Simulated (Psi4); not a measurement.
C2H8AsGa, triplet, geometry from GFN2-xTB (such geometries of metal compounds can be far from the true shape) (a higher spin typed on purpose: for a closed-shell molecule this is an excited state); HF/def2-SV(P) run with Psi4 1.11.

Input for Psi4:
```
memory 2 GB

molecule {
0 3
  Ga    0.04607044   -1.27816835   -0.09954551
  C     2.09020801   -0.85300162   -0.67472776
  H     2.67853899   -1.77260718   -0.69303153
  H     2.52205301   -0.17678481    0.06648283
  H     2.14779882   -0.38424156   -1.65909832
  C    -0.44241958   -1.15311323    2.00659753
  H    -0.32130904   -2.12808353    2.48294604
  H    -1.46712377   -0.81260308    2.16806657
  H     0.24494264   -0.44661810    2.47728876
  As   -0.44759291    1.65780884   -0.23721794
  H    -1.89646500    1.25104063   -0.19566326
  H    -0.45278401    1.42211411   -1.72410683
}

set basis def2-sv(p)
set reference uhf

energy('scf')
print_variables()
```

The log (banner, timings and long lists left out):

```
   => Loading Basis Set <=

    Name: DEF2-SV(P)
    Role: ORBITAL
    Keyword: BASIS

         ---------------------------------------------------------
                                   SCF
               by Justin Turney, Rob Parrish, Andy Simmonett
                          and Daniel G. A. Smith
                              UHF Reference
         ---------------------------------------------------------

  ==> Geometry <==

    Molecular point group: c1
    Full point group: C1

    Geometry (in Angstrom), charge = 0, multiplicity = 3:

       Center              X                  Y                   Z               Mass
    ------------   -----------------  -----------------  -----------------  -----------------
         GA           0.086447900098    -1.329115972708    -0.067109650512    68.925573500000
         C            2.130585470098    -0.903949242708    -0.642291900512    12.000000000000
         H            2.718916450098    -1.823554802708    -0.660595670512     1.007825032230
         H            2.562430470098    -0.227732432708     0.098918689488     1.007825032230
         H            2.188176280098    -0.435189182708    -1.626662460512     1.007825032230
         C           -0.402042119902    -1.204060852708     2.039033389488    12.000000000000
         H           -0.280931579902    -2.179031152708     2.515381899488     1.007825032230
         H           -1.426746309902    -0.863550702708     2.200502429488     1.007825032230
         H            0.285320100098    -0.497565722708     2.509724619488     1.007825032230
         AS          -0.407215449902     1.606861217292    -0.204782080512    74.921594570000
         H           -1.856087539902     1.200093007292    -0.163227400512     1.007825032230
         H           -0.412406549902     1.371166487292    -1.691670970512     1.007825032230

  Running in c1 symmetry.

  Rotational constants: A =      0.11476  B =      0.04038  C =      0.03385 [cm^-1]
  Rotational constants: A =   3440.56539  B =   1210.65315  C =   1014.81612 [MHz]
  Nuclear repulsion =  462.377366241405127

  Charge       = 0
  Multiplicity = 3
  Electrons    = 84
  Nalpha       = 43
  Nbeta        = 41

  ==> Algorithm <==

  SCF Algorithm Type is DF.
  DIIS enabled.
  MOM disabled.
  Fractional occupation disabled.
  Guess Type is SAD.
  Energy threshold   = 1.00e-06
  Density threshold  = 1.00e-06
  Integral threshold = 1.00e-12

  ==> Primary Basis <==

  Basis Set: DEF2-SV(P)
    Blend: DEF2-SV(P)
    Number of shells: 52
    Number of basis functions: 108
    Number of Cartesian functions: 116
    Spherical Harmonics?: true
    Max angular momentum: 2

   => Loading Basis Set <=

    Name: (DEF2-SV(P) AUX)
    Role: JKFIT
    Keyword: DF_BASIS_SCF

  ==> Integral Setup <==

  SCF_SUBTYPE=INCORE selected. In-core MEM_DF algorithm will be used.
  Using in-core AOs.

  ==> MemDFJK: Density-Fitted J/K Matrices <==

    J tasked:                   Yes
    K tasked:                   Yes
    wK tasked:                   No
    Algorithm:                 Core
    Schwarz Cutoff:           1E-12
    Mask sparsity (%):       4.7497
    Fitting Condition:        1E-10

   => Auxiliary Basis Set <=

  Basis Set: (DEF2-SV(P) AUX)
    Blend: DEF2-UNIVERSAL-JKFIT
    Number of shells: 218
    Number of basis functions: 826
    Number of Cartesian functions: 1080
    Spherical Harmonics?: true
    Max angular momentum: 5

  Minimum eigenvalue in the overlap matrix is 1.0556713333E-02.
  Reciprocal condition number of the overlap matrix is 2.0222741369E-03.
    Using symmetric orthogonalization.

  ==> Pre-Iterations <==

  SCF Guess: Superposition of Atomic Densities via on-the-fly atomic UHF (no occupation information).

   -------------------------
    Irrep   Nso     Nmo
   -------------------------
     A        108     108
   -------------------------
    Total     108     108
   -------------------------

  ==> Iterations <==

                           Total Energy        Delta E     RMS |[F,P]|

   @DF-UHF iter SAD: -4228.09176423847293   -4.22809e+03   0.00000e+00
   @DF-UHF iter   1: -4235.01541413917857   -6.92365e+00   2.67995e-02 DIIS/ADIIS
   @DF-UHF iter   2: -4235.90106814324281   -8.85654e-01   2.45241e-02 DIIS/ADIIS
   @DF-UHF iter   3: -4237.13890634904965   -1.23784e+00   2.56889e-03 DIIS/ADIIS
   @DF-UHF iter   4: -4237.15752397040706   -1.86176e-02   6.79013e-04 DIIS/ADIIS
   @DF-UHF iter   5: -4237.15993232752135   -2.40836e-03   1.29685e-04 DIIS/ADIIS
   @DF-UHF iter   6: -4237.16033031584539   -3.97988e-04   4.35315e-05 DIIS
   @DF-UHF iter   7: -4237.16038555112937   -5.52353e-05   1.88127e-05 DIIS
   @DF-UHF iter   8: -4237.16039872207966   -1.31710e-05   1.00868e-05 DIIS
   @DF-UHF iter   9: -4237.16040377229820   -5.05022e-06   5.61559e-06 DIIS
   @DF-UHF iter  10: -4237.16040565970616   -1.88741e-06   2.38468e-06 DIIS
   @DF-UHF iter  11: -4237.16040601435998   -3.54654e-07   9.29542e-07 DIIS
  Energy and wave function converged.

  ==> Post-Iterations <==

   @Spin Contamination Metric:   2.607711204E-02
   @S^2 Expected:                2.000000000E+00
   @S^2 Observed:                2.026077112E+00
   @S   Expected:                1.000000000E+00
   @S   Observed:                1.000000000E+00

    Orbital Energies [Eh]
    ---------------------

    Alpha Occupied:

[...]
      43A     -0.275690

    Alpha Virtual:

[...]
    Beta Occupied:

[...]
    Beta Virtual:

[...]
     108A      3.290467

    Final Occupation by Irrep:
              A
    DOCC [    41 ]
    SOCC [     2 ]
    NA   [    43 ]
    NB   [    41 ]

  @DF-UHF Final Energy: -4237.16040601435998

   => Energetics <=

    Nuclear Repulsion Energy =            462.3773662414051273
    One-Electron Energy =               -6828.9017938223050805
    Two-Electron Energy =                2129.3640215665404867
    Total Energy =                      -4237.1604060143599781

  UHF NO Occupations:
  HONO-2 :   41  A 1.9939196
  HONO-1 :   42  A 1.0000000
  HONO-0 :   43  A 1.0000000
  LUNO+0 :   44  A 0.0060804
  LUNO+1 :   45  A 0.0030937
  LUNO+2 :   46  A 0.0024184
  LUNO+3 :   47  A 0.0007270

Computation Completed

Properties will be evaluated at   0.000000,   0.000000,   0.000000 [a0]

Properties computed using the SCF density matrix

 Multipole Moments:

 ------------------------------------------------------------------------------------
     Multipole            Electronic (a.u.)      Nuclear  (a.u.)        Total (a.u.)
 ------------------------------------------------------------------------------------

 L = 1.  Multiply by 2.5417464519 to convert [e a0] to [Debye]
 Dipole X            :         -6.6269091            6.4093963           -0.2175127
 Dipole Y            :          8.4783288           -8.0872720            0.3910568
 Dipole Z            :         -5.3104514            5.1487709           -0.1616805
 Magnitude           :                                                    0.4757917

 ------------------------------------------------------------------------------------

  Variable Map:
  ----------------------------------------------------------------------------
[...]
  Array Variable Map:
  ----------------------------------------------------------------------------
[...]
[...]
```
